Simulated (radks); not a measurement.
Question: The mean radii <r> (bohr) of the occupied orbitals of an atom or ion are listed with their occupations. All-electron calculation, scalar-relativistic Kohn-Sham, BLYP, spin-polarised, spherical densities, finite nucleus; Fermi nuclear charge, rms radius of each element as measured or else 0.836 A^(1/3) + 0.57 fm. Program: a radial shooting solver on a logarithmic mesh with Libxc functionals.

orbital  occ.      <r>
1s up       1  0.03707
1s down     1  0.03707
2s up       1   0.1626
2s down     1   0.1626
2p up       3   0.1417
2p down     3   0.1417
3s up       1   0.4582
3s down     1   0.4581
3p up       3   0.4617
3p down     3   0.4615
3d up       5   0.4513
3d down     5   0.4507
4s up       1    1.169
4p up       3    1.284
4p down     3    1.288
4f up       1    2.821

Name the element and its charge. Open shells, if any, are filled with parallel spins first.

Answer: Z = 40, zirconium, charge +4: Zr4+ in [Ar] 3d10 4s1 4p6 4f1. The 1s radius gives Z: for a bare nucleus <r> = (2 gamma + 1)/(2Z) with gamma = sqrt(1 - (Z/c)^2), 0.03641 bohr for Z = 40, and screening makes it slightly larger (0.03707 here). The occupations add up to 36, and the charge is Z minus that.
